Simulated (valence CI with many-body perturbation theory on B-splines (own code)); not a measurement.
# Cd³²⁺ in brief

Method: configuration interaction combined with many-body perturbation theory (CI+MBPT): six valence electrons over a frozen Dirac-Fock core [Ne], a basis of 9 s, 9 p, 8 d, 6 f, 3 g, 1 h functions for each j, with the one-electron correlation potential Σ1 (screened to all orders), the two-electron term Σ2, the three-electron term Σ3, Breit, model QED; selected single and double excitations, second order for the rest, scaled by the run's own slope (own B-spline code, finite nucleus).

The last digits are not significant, and no measured levels were compared; by estimate large intervals hold to a few tenths of a per cent, small ones and those within an open d or f shell to about a per cent. Among the levels kept, up to 1500 cm⁻¹ of a level comes from second order outside the variational space, and about a tenth of that is noise between levels of different J, which matters for small intervals.

Levels are named by their leading jj configuration (3d3/2^4 stands for four electrons in 3d with j = 3/2), which in mixed levels can hold well under half, so a name can repeat and another be missing.

Rates and lifetimes use the calculated energies. Strong lines usually hold to 10 to 20 %, long lifetimes can be off by a factor of two.

Task: What is the ground level?

Result: (3s^2 3p1/2^2 3p3/2^2) J=2, composition 73 % 3s2.3p4 3P + 25 % 3s2.3p4 1D, g = 1.368.

Task: Name the longest-lived excited levels whose lifetime is computed, and their main decay.

Result: (3s^2 3p1/2^2 3p3/2^2) J=0 at 84959 cm⁻¹ lives 232 ms, mostly by E2 to (3s^2 3p1/2^2 3p3/2^2) J=2; (3s^2 3p1/2^2 3p3/2 3d5/2) J=4 at 1161900 cm⁻¹ lives 166 μs, mostly by M1 to (3s^2 3p1/2^2 3p3/2 3d3/2) J=3; (3s^2 3p1/2 3p3/2^2 3d5/2) J=4 at 1518700 cm⁻¹ lives 9.99 μs, mostly by M1 to (3s^2 3p1/2^2 3p3/2 3d5/2) J=3.

Task: Among levels below 1760700 cm⁻¹, which E1 lines absorb most strongly from the ground level?

Result: to (3s^2 3p1/2 3p3/2^2 3d3/2) J=3 at 6.213 nm, f = 0.310; to (3s^2 3p1/2 3p3/2^2 3d3/2) J=2 at 6.228 nm, f = 0.198; to (3s^2 3p1/2 3p3/2^2 3d3/2) J=1 at 6.027 nm, f = 0.0945.

Task: What is the ionisation energy?

Result: 2001.9 eV; NIST lists 1998 ± 3 eV (semi-empirical).

Task: Where does the other parity begin?

Result: At (3s 3p1/2^2 3p3/2^3) J=2, 1037800 cm⁻¹.

Task: What are the static dipole polarisabilities of the lowest levels?

Result: (3s^2 3p1/2^2 3p3/2^2) J=2 0.0229 (tensor 0.00050); (3s^2 3p1/2^2 3p3/2^2) J=0 0.0227; (3s^2 3p1/2 3p3/2^3) J=1 0.0245 (tensor -0.00092); (3s^2 3p1/2 3p3/2^3) J=2 0.0244 (tensor -0.0023) bohr³, of which the core gives 0.000322.

Task: How well does LS coupling describe the low levels?

Result: Among the lowest 20 levels the leading LS term, summed over configurations, holds 52 % on average. For single configurations the figures are 46 % in LS and 75 % in jj coupling. Terms mix most in the J = 3 level at 1268700 cm⁻¹, where the leading one holds 27 %.
